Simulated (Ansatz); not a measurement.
The same path of Cl$_{2}$FHSi (5 atoms, charge 0, multiplicity 1) was run 3 times with different band settings. Lost on the way: Si1–H2, Si1–F3. Made: H2–F3.

All numbers below come from RKS PBE/def2-SVPD (Ansatz 0.2.0).

Relaxed end points:

```xyz
5
Properties=species:S:1:pos:R:3
Si 0.181 0.000 0.190
H 0.163 0.000 1.674
F 1.737 0.000 -0.322
Cl -0.735 1.690 -0.554
Cl -0.735 -1.690 -0.554
```

```xyz
5
Properties=species:S:1:pos:R:3
Si -1.026 0.005 0.244
H 1.767 -0.011 1.657
F 1.604 0.006 0.735
Cl -0.863 1.647 -1.107
Cl -0.870 -1.647 -1.095
```

Common settings: movable images 5; climbing image yes; spring 5.0 eV/Å²; optimiser quadratic models (default); force threshold 0.05 eV/Å; end points relaxed.

| run | start path | iteration limit |
| --- | --- | --- |
| 1 | through a guess of the saddle point | 60 |
| 2 | straight line | 60 |
| 3 | through a guess of the saddle point | 10 |

(1) What does each run give, and how far can it be trusted?

## Answers

(1) Run 1: converged after 8 iterations, highest image 2.959 eV above the first end. Neighbouring images differ by up to 1.4 eV, so the band resolves the path poorly. A vibrational analysis at the climbing image gives one clearly imaginary mode, 1154i cm⁻¹: a first-order saddle point.
Run 2: converged after 7 iterations, highest image 2.959 eV above the first end. Neighbouring images differ by up to 1.4 eV, so the band resolves the path poorly. Another band between the same ends (5 images) ends at a top of the same energy, where a vibrational analysis finds 1 clearly imaginary mode.
Run 3: converged after 8 iterations, highest image 2.959 eV above the first end. Neighbouring images differ by up to 1.4 eV, so the band resolves the path poorly. Another band between the same ends (5 images) ends at a top of the same energy, where a vibrational analysis finds 1 clearly imaginary mode.
The orbitals stay closed-shell, which can raise the energy where a bond breaks towards radicals; this wasn't checked here.
